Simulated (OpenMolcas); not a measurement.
# F IV: Slater's ratio, worked from levels

```json
{"Program": "OpenMolcas", "Basis": "ANO-R1 [3s2p1d]", "Scalar Hamiltonian": "X2C, finite nucleus", "Active space": "2 electrons in 3 orbitals (2p)", "State averaging": "2S+1 = 3 even, 3 roots; 2S+1 = 1 even, 6 roots", "Spin-orbit coupling": "state interaction with AMFI integrals over the reference wave functions, term energies averaged over their components"}
```

Methods: CASSCF; SS-CASPT2, IPEA 0.25 Eh, imaginary shift 0.1 Eh (closed shells correlated: 1s 2s). Measured levels: Moore, Atomic Energy Levels, vol. I, NSRDS-NBS 35 (1971 reprint of NBS Circular 467, 1949).

**Slater's ratio.** With one set of orbitals, p2 has 1D - 3P = 6 F2 and 1S - 1D = 9 F2 (F2 = F²/25), a ratio of 3/2. Term energies are centres of gravity, weighted by 2J + 1.

```
   Source  1D - 3P  1S - 3P  F2 from the first  Ratio
   CASSCF    27522    68440               4587  1.487
SS-CASPT2    26501    60334               4417  1.277
 measured    24825    53128               4138  1.140
```

Energies in cm-1. A ratio away from 3/2 shows effects beyond one configuration with one set of orbitals, and in heavier atoms second-order spin-orbit shifts.

Term energies are means over components that CASPT2 splits; among the terms shown or strongly mixed into the levels shown the widest spread is 73 cm-1 (2s2 2p2 1D, SS-CASPT2). With the s shell closed, the reference lacks s² → p² mixing. The basis is small and was not contracted for so high a charge. Computed and measured levels are paired by configuration, term and J; levels that our copy of the source lacks, or whose pairing is in doubt (as where it misses far off the trend of its configuration), stay unpaired and out of the deviations. Only configurations of the active space appear.
